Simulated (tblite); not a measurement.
A geometry optimisation, step by step.

Compound: C7H8FS (doublet state).
Atom-mapped SMILES: `[CH3:1][CH2:2][CH2:3][c:4]1[s:5][cH:6][c:7][c:8]1[F:9]` (hydrogens: H10, H11, H12 on C1; H13, H14 on C2; H15, H16 on C3; H17 on C6)
Bond orders are those of one Lewis drawing.

Computed with GFN2-xTB (tblite), gas phase: L-BFGS steps from a force-field or distance-geometry start until the largest atomic force falls under 0.01 eV/Å. 10 of its 156 geometries are shown.

Step 0: E = -731.9365 eV, largest atomic force 4.498 eV/Å
```
atom  x, y, z in Å  |  force x, y, z in eV/Å
C1     -2.712   -0.043   -0.139   -2.680  -0.628  -0.278
C2     -1.327    0.257    0.284    1.218   1.922   0.806
C3     -0.264   -0.668   -0.335   -1.075   0.280  -0.406
C4      1.027   -0.220    0.186    2.211   0.558  -0.475
S5      2.183    0.784   -0.747    0.028   0.156  -0.350
C6      3.483    0.879    0.570   -1.192  -0.411  -0.414
C7      2.890    0.164    1.506    3.124   1.283   0.857
C8      1.688   -0.394    1.363   -3.474  -2.463   1.447
F9      1.111   -1.150    2.395    0.515   0.695  -0.981
H10    -3.422   -0.252    0.728    0.996  -0.004  -0.990
H11    -2.691   -0.942   -0.809   -0.433   0.870   0.538
H12    -3.210    0.824   -0.671    0.685  -1.054   0.329
H13    -1.105    1.293   -0.069    0.144  -0.484   0.309
H14    -1.197    0.307    1.402   -0.185  -0.333  -0.943
H15    -0.573   -1.687   -0.055    0.657   0.123  -0.075
H16    -0.312   -0.551   -1.447    0.184  -0.207   0.786
H17     4.423    1.410    0.478   -0.725  -0.301  -0.160
```

Step 17: E = -732.6797 eV, largest atomic force 0.035 eV/Å
```
atom  x, y, z in Å  |  force x, y, z in eV/Å
C1     -2.732   -0.048   -0.151    0.024   0.001  -0.003
C2     -1.309    0.329    0.283   -0.017   0.010   0.009
C3     -0.238   -0.602   -0.306   -0.031   0.012   0.002
C4      1.113   -0.206    0.182   -0.009  -0.024   0.002
S5      2.183    0.776   -0.769    0.012   0.026   0.008
C6      3.373    0.835    0.529   -0.008   0.000  -0.001
C7      2.918    0.145    1.564    0.017   0.015  -0.020
C8      1.658   -0.449    1.413    0.004  -0.017  -0.011
F9      1.042   -1.181    2.350    0.002  -0.004   0.014
H10    -3.351   -0.277    0.712   -0.003  -0.016  -0.031
H11    -2.724   -0.920   -0.800    0.007   0.000   0.006
H12    -3.203    0.768   -0.694    0.007  -0.018  -0.006
H13    -1.081    1.351   -0.023    0.003   0.002   0.013
H14    -1.232    0.287    1.371    0.002   0.015   0.003
H15    -0.447   -1.632   -0.005    0.002   0.018   0.020
H16    -0.254   -0.545   -1.396   -0.015  -0.001  -0.006
H17     4.279    1.382    0.379    0.002  -0.018   0.001
```

Step 34: E = -732.6834 eV, largest atomic force 0.036 eV/Å
```
atom  x, y, z in Å  |  force x, y, z in eV/Å
C1     -2.729   -0.055   -0.172   -0.006  -0.008   0.000
C2     -1.326    0.348    0.299   -0.011   0.009  -0.013
C3     -0.248   -0.582   -0.274   -0.016  -0.018  -0.005
C4      1.109   -0.189    0.195   -0.006  -0.003   0.007
S5      2.169    0.803   -0.758    0.000   0.025  -0.008
C6      3.386    0.825    0.515   -0.016   0.002   0.009
C7      2.943    0.120    1.546    0.035  -0.004   0.001
C8      1.677   -0.464    1.407    0.011   0.008   0.005
F9      1.075   -1.213    2.341    0.011   0.002   0.005
H10    -3.367   -0.299    0.672   -0.022   0.007   0.001
H11    -2.683   -0.929   -0.816   -0.007  -0.008  -0.010
H12    -3.201    0.747   -0.733   -0.002   0.000   0.010
H13    -1.102    1.369   -0.012    0.006   0.025   0.011
H14    -1.272    0.317    1.389    0.011  -0.002  -0.015
H15    -0.453   -1.606    0.046   -0.007  -0.026   0.021
H16    -0.280   -0.545   -1.364    0.031   0.006  -0.018
H17     4.295    1.365    0.359   -0.011  -0.017   0.000
```

Step 52: E = -732.6848 eV, largest atomic force 0.016 eV/Å
```
atom  x, y, z in Å  |  force x, y, z in eV/Å
C1     -2.736   -0.055   -0.187   -0.004   0.001  -0.002
C2     -1.339    0.354    0.297   -0.001   0.004   0.005
C3     -0.251   -0.578   -0.255   -0.007  -0.003   0.001
C4      1.104   -0.177    0.216   -0.001  -0.004   0.002
S5      2.145    0.836   -0.737    0.016   0.000   0.003
C6      3.392    0.823    0.507   -0.010   0.010  -0.007
C7      2.970    0.100    1.534    0.006   0.007  -0.009
C8      1.697   -0.474    1.411    0.002  -0.008   0.001
F9      1.115   -1.239    2.345   -0.004  -0.009   0.000
H10    -3.384   -0.299    0.650   -0.004   0.001   0.004
H11    -2.683   -0.930   -0.830    0.002  -0.003  -0.006
H12    -3.205    0.745   -0.752   -0.003   0.007  -0.005
H13    -1.114    1.376   -0.015    0.004   0.002  -0.005
H14    -1.297    0.328    1.386    0.008   0.003   0.009
H15    -0.455   -1.599    0.077   -0.001  -0.004   0.004
H16    -0.269   -0.553   -1.346    0.004  -0.005   0.000
H17     4.302    1.356    0.338   -0.006   0.003   0.005
```

Step 69: E = -732.6902 eV, largest atomic force 0.181 eV/Å
```
atom  x, y, z in Å  |  force x, y, z in eV/Å
C1     -2.728    0.012   -0.252    0.054   0.029   0.034
C2     -1.333    0.389    0.266    0.053  -0.011  -0.024
C3     -0.278   -0.654   -0.141   -0.044  -0.013   0.024
C4      1.087   -0.237    0.283    0.048   0.008   0.040
S5      1.973    0.950   -0.631   -0.045  -0.021   0.014
C6      3.316    0.909    0.501   -0.023  -0.102   0.148
C7      3.038    0.045    1.470    0.031   0.106  -0.116
C8      1.802   -0.615    1.388   -0.025  -0.003  -0.057
F9      1.370   -1.524    2.276    0.002   0.086  -0.097
H10    -3.399   -0.231    0.567    0.009  -0.036  -0.002
H11    -2.671   -0.855   -0.908   -0.036   0.064   0.006
H12    -3.165    0.836   -0.810   -0.020  -0.042  -0.001
H13    -1.032    1.359   -0.139   -0.002  -0.064   0.018
H14    -1.339    0.477    1.357   -0.005  -0.002  -0.107
H15    -0.520   -1.615    0.319    0.014   0.017   0.008
H16    -0.289   -0.775   -1.229   -0.008   0.024   0.083
H17     4.161    1.540    0.323   -0.003  -0.039   0.029
```

Step 86: E = -732.7122 eV, largest atomic force 0.104 eV/Å
```
atom  x, y, z in Å  |  force x, y, z in eV/Å
C1     -2.720    0.065   -0.338    0.000  -0.019   0.027
C2     -1.336    0.425    0.209    0.012   0.016  -0.027
C3     -0.317   -0.711    0.048   -0.028   0.013  -0.047
C4      1.062   -0.245    0.366   -0.011   0.027   0.087
S5      1.782    1.120   -0.444    0.037  -0.068   0.023
C6      3.262    0.969    0.501   -0.044  -0.005   0.094
C7      3.134   -0.041    1.348    0.027   0.031  -0.060
C8      1.923   -0.746    1.301   -0.029  -0.016  -0.005
F9      1.621   -1.795    2.078    0.019  -0.002   0.007
H10    -3.377   -0.262    0.463   -0.010  -0.088  -0.005
H11    -2.655   -0.735   -1.072    0.019   0.032   0.000
H12    -3.186    0.921   -0.822    0.038   0.002   0.073
H13    -0.943    1.293   -0.325   -0.028   0.025  -0.015
H14    -1.408    0.687    1.267    0.006   0.059  -0.060
H15    -0.567   -1.552    0.703    0.013   0.060  -0.082
H16    -0.338   -1.053   -0.992   -0.017  -0.050   0.034
H17     4.055    1.669    0.349   -0.006  -0.017  -0.043
```

Step 103: E = -732.7835 eV, largest atomic force 0.094 eV/Å
```
atom  x, y, z in Å  |  force x, y, z in eV/Å
C1     -2.707    0.059   -0.393   -0.040  -0.016   0.045
C2     -1.323    0.495    0.066    0.009   0.017   0.004
C3     -0.368   -0.684    0.241    0.009  -0.006  -0.009
C4      1.031   -0.232    0.485    0.018   0.002   0.061
S5      1.647    1.248   -0.186    0.049   0.040  -0.031
C6      3.230    0.987    0.539    0.016   0.046  -0.024
C7      3.211   -0.149    1.216    0.024  -0.084   0.036
C8      2.003   -0.860    1.212   -0.010   0.022  -0.028
F9      1.810   -2.028    1.841   -0.032  -0.009   0.017
H10    -3.182   -0.585    0.345    0.062  -0.029  -0.033
H11    -2.645   -0.476   -1.339   -0.029   0.014   0.044
H12    -3.335    0.935   -0.528   -0.053  -0.001  -0.052
H13    -0.907    1.182   -0.677    0.010  -0.015   0.040
H14    -1.404    1.029    1.015    0.013   0.053  -0.020
H15    -0.680   -1.308    1.081   -0.037  -0.045   0.010
H16    -0.393   -1.306   -0.658   -0.002  -0.014  -0.052
H17     4.004    1.705    0.381   -0.008   0.024  -0.007
```

Step 121: E = -732.7999 eV, largest atomic force 0.095 eV/Å
```
atom  x, y, z in Å  |  force x, y, z in eV/Å
C1     -2.728    0.021   -0.286    0.003  -0.034   0.027
C2     -1.321    0.505    0.045   -0.037   0.013  -0.003
C3     -0.326   -0.657    0.065    0.012  -0.039  -0.023
C4      1.055   -0.213    0.406    0.005  -0.035   0.055
S5      1.797    1.161   -0.361    0.024  -0.030   0.042
C6      3.279    0.940    0.565    0.007  -0.029   0.025
C7      3.148   -0.114    1.355   -0.042   0.027   0.002
C8      1.916   -0.784    1.303   -0.051   0.036  -0.071
F9      1.597   -1.863    2.033    0.039   0.047  -0.019
H10    -3.089   -0.651    0.492    0.030   0.006  -0.073
H11    -2.735   -0.511   -1.236   -0.028   0.023   0.027
H12    -3.417    0.860   -0.352    0.036  -0.002  -0.018
H13    -0.988    1.238   -0.694   -0.043  -0.020  -0.009
H14    -1.333    0.996    1.018    0.049   0.016   0.059
H15    -0.634   -1.414    0.791   -0.009   0.033  -0.008
H16    -0.316   -1.127   -0.925   -0.009  -0.013   0.005
H17     4.087    1.624    0.422    0.016   0.002  -0.016
```

Step 138: E = -732.8033 eV, largest atomic force 0.017 eV/Å
```
atom  x, y, z in Å  |  force x, y, z in eV/Å
C1     -2.728    0.010   -0.239   -0.011   0.000  -0.005
C2     -1.311    0.498    0.033   -0.008  -0.005  -0.003
C3     -0.309   -0.659   -0.012   -0.003  -0.003   0.001
C4      1.063   -0.219    0.363   -0.005  -0.007  -0.006
S5      1.857    1.110   -0.429    0.003   0.002  -0.009
C6      3.288    0.927    0.582    0.011   0.007   0.006
C7      3.101   -0.078    1.422    0.006  -0.004   0.003
C8      1.870   -0.744    1.333    0.002   0.007   0.013
F9      1.506   -1.780    2.102    0.010  -0.003   0.008
H10    -3.041   -0.698    0.525    0.001  -0.004   0.000
H11    -2.786   -0.483   -1.207    0.010   0.008  -0.010
H12    -3.422    0.846   -0.237   -0.011   0.007   0.001
H13    -1.026    1.245   -0.711    0.003   0.006   0.006
H14    -1.272    0.972    1.016    0.004  -0.003   0.000
H15    -0.618   -1.445    0.681    0.001  -0.010  -0.001
H16    -0.292   -1.082   -1.021   -0.017  -0.002   0.003
H17     4.112    1.592    0.441    0.003   0.003  -0.006
```

Step 155: E = -732.8083 eV, largest atomic force 0.009 eV/Å
```
atom  x, y, z in Å  |  force x, y, z in eV/Å
C1     -2.719    0.014   -0.272   -0.006  -0.002  -0.002
C2     -1.321    0.463    0.129    0.000  -0.001   0.000
C3     -0.303   -0.673   -0.031   -0.002  -0.001  -0.003
C4      1.070   -0.235    0.340    0.002  -0.005  -0.001
S5      1.924    0.974   -0.576    0.001  -0.005   0.008
C6      3.312    0.892    0.506   -0.004  -0.007   0.002
C7      3.068    0.002    1.456    0.004   0.007  -0.005
C8      1.827   -0.648    1.400    0.001   0.000   0.001
F9      1.416   -1.576    2.275   -0.001   0.006  -0.004
H10    -3.046   -0.819    0.347    0.003   0.001   0.000
H11    -2.737   -0.304   -1.312    0.002   0.001   0.002
H12    -3.427    0.830   -0.150   -0.003   0.000  -0.001
H13    -1.011    1.306   -0.493   -0.001   0.001   0.000
H14    -1.325    0.796    1.169    0.004   0.002   0.000
H15    -0.587   -1.514    0.606    0.006   0.001   0.000
H16    -0.308   -1.013   -1.071   -0.002   0.003   0.001
H17     4.158    1.516    0.315   -0.003   0.000   0.002
```

Q: Summarise the path.

A: The energy falls by 84.12 kJ/mol from step 0 to step 155; nine tenths of that is first reached at step 89. It rises by more than 0.2 meV at steps 75, 78, 81, 84, 87, 90 and 93. The largest force goes from 4.498 to 0.009 eV/Å. Among the bonds S5–C6 changes most, from 1.852 to 1.762 Å; the atoms move by 0.474 Å rms after alignment.

What follows is the cost of the whole relaxation. On one thread of an Arm Neoverse V1, shared host with 32 logical CPUs at a one-minute load of 25, this took 1.2 s.
